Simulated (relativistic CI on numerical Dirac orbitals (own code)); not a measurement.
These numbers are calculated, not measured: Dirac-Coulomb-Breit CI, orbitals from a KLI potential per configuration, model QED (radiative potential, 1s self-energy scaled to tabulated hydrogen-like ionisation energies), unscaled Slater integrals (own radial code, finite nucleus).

Configurations in the expansion (outside the closed core [Ar] 3d10): 4s2.4p6.4d5, 4s2.4p6.4d4.4f, 4s2.4p5.4d6, 4s.4p6.4d6, 4s2.4p5.4d5.4f, 4s.4p6.4d5.4f, 4s2.4p6.4d4.5s, 4s2.4p6.4d3.4f.5s, 4s2.4p6.4d4.5p, 4s2.4p6.4d4.5d, 4s2.4p5.4d5.5s, 4p6.4d6.4f, 4s2.4p6.4d4.5f, 4s2.4p6.4d3.5s.5p, 4s.4p6.4d4.4f.5s, 4s2.4p6.4d4.5g, 4s2.4p6.4d4.6s, 4p6.4d7, 4p5.4d8, 4p5.4d7.4f, 4s2.4p6.4d3.5s2, 4s2.4p6.4d2.4f.5s2, 4s2.4p5.4d3.4f.5s2, 4s.4p6.4d3.4f.5s2. Double excitations out of closed p, d and f shells are left out; levels of such configurations are missing from the list, as are those of other unlisted configurations, and high levels can miss mixing partners. These lack a partner that the ground configuration has and come out too high: 4s2.4p5.4d5.5s.

At this charge energies of transitions that change n are usually good to better than 1 %, and those within a shell (Δn = 0) to a few per cent. Terms inside the open d or f shell come out 10 to 20 % too wide with unscaled integrals.

Outline of the computed level scheme of Ir XXXVII. Lowest level of each configuration: 4s2.4p6.4d5 4P_5/2 at 0.000 eV; 4s2.4p5.4d6 6F°_11/2 at 191.293 eV; 4s2.4p6.4d4.4f 2F°_5/2 at 202.211 eV.

Some strong electric-dipole decays among the lowest 45 levels: 4s2.4p5.4d6 6P°_3/2 → 4s2.4p6.4d5 4P_5/2 (1.1e+11 s⁻¹); 4s2.4p6.4d4.4f 2F°_5/2 → 4s2.4p6.4d5 4P_5/2 (7.0e+10 s⁻¹); 4s2.4p5.4d6 4D°_7/2 → 4s2.4p6.4d5 4P_5/2 (3.7e+10 s⁻¹); 4s2.4p5.4d6 4D°_7/2 → 4s2.4p6.4d5 4P_5/2 (2.4e+10 s⁻¹).

LS names give the leading component of a level, which can be under half, so a name can repeat, a term be missing and a line seem to break the LS rules.
